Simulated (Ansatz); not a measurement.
Consider the ligand exchange at a Y–F bond: `[OH][Y]([F])[Cl]` + HCl → `[OH][Y]([Cl])[Cl]` + H–F.

Program: Ansatz. Geometries: PBE0-D4/def2-TZVP. ΔE: electronic, gas phase. CCSD(T)/CBS adds triple-zeta CCSD(T) − MP2 to the extrapolated MP2 energy (def2 sets, frozen cores). This one scheme is used for every species. Functionals use def2-TZVPP. def2 core potentials past Kr. For Y outer-core shells are correlated without core-valence functions, which leaves a few kJ/mol of doubt a bond. One conformer a species, not always the lowest.

```tsv
level	ΔE (kcal/mol)
revPBE	1.7
BHLYP	-0.7
MP2/def2-SVP	2.0
HF/CBS(def2)	-2.4
```

Problem. What does CCSD(T)/CBS give? (An estimate is asked.)

Solution. The calculation gave: -1.5 kcal/mol. The listed levels differ from it by 3.2, 0.8, 3.5, -0.9 kcal/mol.

Largest T1 diagnostic among the species: 0.013.

From BLYP to BHLYP (50 % exact exchange), in def2-TZVPP and without D4, ΔE moves by −3.9 kcal/mol. In def2-TZVPP, CCSD(T) changes the Hartree–Fock value by +1.8 kcal/mol (the triples alone add +0.1 kcal/mol) and MP2 by +1.2 kcal/mol. At CCSD(T), def2-SVP lies +3.8 kcal/mol from the extrapolated value and def2-TZVPP −0.1 kcal/mol.
